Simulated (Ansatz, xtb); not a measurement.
# C4H7BN2Si: 5 structures ranked

5 gas-phase structures of C4H7BN2Si, from a drawn sample of its isomers (lower ones may exist). Each was relaxed with GFN2-xTB:

A. `Bc1ncc([SiH3])cn1`, a singlet
B. `Bc1cc([SiH3])ncn1`, a singlet
C. `Bc1cnc([SiH3])nc1`, a singlet
D. `Bc1nccc([SiH3])n1`, a singlet
E. `Bc1ccnc([SiH3])n1`, a singlet

Task: Estimate their order in r2SCAN-D4/def2-SVP energy at these geometries, lowest first.

Result: Calculated order at r2SCAN-D4/def2-SVP: C (0.0), A (4.6), B (5.4), E (5.7), D (6.9) kcal/mol. Less than 1 kcal/mol parts A and B; B and E, so the order within those pairs means little.

Energies above the lowest of each column, in kcal/mol; the last columns are at B3LYP-D3(BJ)/def2-SVP geometries and were run for some of them only (a dash: not run or not comparable):

```tsv
structure	GFN2-xTB	HF/STO-3G	r2SCAN-D4/def2-SVP	B3LYP-D3(BJ)/def2-SVP	CCSD(T)/def2-SVP + ΔMP2/def2-TZVPP
C	0.0	0.0	0.0	0.0	0.0
A	3.3	3.7	4.6	4.8	3.9
B	3.4	4.4	5.4	4.7	4.1
E	4.0	3.9	5.7	5.5	5.1
D	4.9	5.0	6.9	–	–
```

Every level run on C puts it lowest or level with the lowest. Some further structures that were screened fall inside this span and aren't listed. Flexible structures stand in one conformer each, not always the lowest. C keeps a small imaginary mode. B keeps a small imaginary mode. Frequencies (GFN2-xTB) were run for A, B, C, E alone. ΔMP2 is the change of the MP2 energy from the smaller to the larger basis.

Over these structures GFN2-xTB departs from r2SCAN-D4/def2-SVP by 0.6 kcal/mol on average once a common shift is removed. A GFN2-xTB relaxation took about 0.078 s and the r2SCAN-D4/def2-SVP energy about 2.5 s on a shared host (Ansatz 0.2.0, xtb 6.7.1).
